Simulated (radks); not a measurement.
Q: The mean radii <r> (bohr) of the occupied orbitals of an atom or ion are listed with their occupations. Method: scalar-relativistic Kohn-Sham, PBE, spin-polarised, spherical densities, finite nucleus; Fermi nuclear charge, rms radius of each element as measured or else 0.836 A^(1/3) + 0.57 fm; computed with a radial shooting solver on a logarithmic mesh with Libxc functionals.

| orbital | occ. | <r> |
|---|---|---|
| 1s | 2 | 0.08105 |
| 2s | 2 | 0.3876 |
| 2p | 6 | 0.3505 |
| 3s | 2 | 1.267 |
| 3p | 6 | 1.426 |

Name the element and its charge. Open shells, if any, are filled with parallel spins first.

A: Z = 19, potassium, charge +1: K+ in [Ar]. The 1s radius gives Z: for a bare nucleus <r> = (2 gamma + 1)/(2Z) with gamma = sqrt(1 - (Z/c)^2), 0.07844 bohr for Z = 19, and screening makes it slightly larger (0.08105 here). The occupations add up to 18, and the charge is Z minus that.
